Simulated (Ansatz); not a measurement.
C2H3AlN, SMILES `[CH3][Al-][C]#N` (lower singlet) (charge -1, multiplicity 1). This singlet lies 1.00 eV below the relaxed triplet at the level frozen-core CCSD(T)/aug-cc-pVDZ // PBE0-D3(BJ)/def2-TZVPD (Ansatz, an electronic-structure program).

Calculation: frozen-core CCSD(T)/aug-cc-pVTZ // PBE0-D3(BJ)/def2-TZVPD in Ansatz.

Ansatz 0.2 input:
```yaml
crystal:
  periodic: [false, false, false]
  atoms:
    - { symbol: C, position_ang: [-1.08167, -0.010478, -0.026463] }
    - { symbol: Al, position_ang: [0.32247, -0.090076, 1.44674] }
    - { symbol: C, position_ang: [1.916125, 0.01497, 0.1074] }
    - { symbol: N, position_ang: [2.877149, 0.06779, -0.542579] }
    - { symbol: H, position_ang: [-2.105428, -0.046417, 0.361811] }
    - { symbol: H, position_ang: [-0.954839, -0.84643, -0.72958] }
    - { symbol: H, position_ang: [-0.973809, 0.910642, -0.61733] }
basis:
  gaussian: { orbitals: aug-cc-pVTZ }
correlation:
  method: ccsd_t
total_charge: -1
```

Output:

```
Functional definition: HF
1495 factors; integrals over basis functions are off by at most 8.7e-4 eV
mean field evaluation 1: about -10172.4475 eV, gradient 2.6e1 eV
mean field evaluation 2: about -10172.5701 eV, gradient 2.7e1 eV
mean field evaluation 4: about -10174.8341 eV, gradient 4.8e0 eV
mean field evaluation 8: about -10174.9230 eV, gradient 3.4e-1 eV
mean field evaluation 16: about -10172.4466 eV, gradient 2.6e1 eV
mean field -10174.92442532 eV, -373.9215758190 hartree, gradient 2.1e-6 eV, S^2 0.000000; 0 other end points of the search recorded, 0 dependent functions left out; unrestricted orbitals would lower it
8 core orbitals not correlated
reference -10174.92442532 eV, -373.9215758190 hartree; 10, 10 occupied and 239, 239 virtual orbitals, 1495 factors
second order -16.47375336 eV of doubles, -0.00000000 eV of singles
cycle   1  -16.46865286 eV  change    5.1e-3 eV  update   1.1e-1
cycle   2  -17.02361338 eV  change   -5.5e-1 eV  update   4.0e-2
cycle   3  -17.14056996 eV  change   -1.2e-1 eV  update   2.0e-2
cycle   4  -17.13051818 eV  change    1.0e-2 eV  update   6.5e-3
cycle   5  -17.13280218 eV  change   -2.3e-3 eV  update   3.0e-3
cycle   6  -17.13253878 eV  change    2.6e-4 eV  update   1.1e-3
cycle   7  -17.13205007 eV  change    4.9e-4 eV  update   4.2e-4
cycle   8  -17.13204681 eV  change    3.3e-6 eV  update   1.7e-4
cycle   9  -17.13204870 eV  change   -1.9e-6 eV  update   6.2e-5
cycle  10  -17.13202434 eV  change    2.4e-5 eV  update   2.2e-5
cycle  11  -17.13201351 eV  change    1.1e-5 eV  update   9.6e-6
perturbative correction -0.86992135 eV, -0.0319690198 hartree
Total energy: -10192.92636018 eV, -374.5831347228 hartree
```
